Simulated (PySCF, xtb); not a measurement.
Si(CCH)(F)2(Me) (C3H4F2Si), SMILES C#C[Si](C)(F)F.

xtb with GFN2-xTB at its own geometry gives an orbital gap of 5.62 eV and a dipole moment of 2.90 D.

Coordinates come from a PBE0-D3(BJ)/def2-SVP optimisation.

Question: What does PySCF with PBE/def2-TZVP give? (The exact figures need the calculation; the answer reports its results.)

Answer: gap 5.99 eV (levels -7.51 and -1.53 eV), dipole 2.52 D.
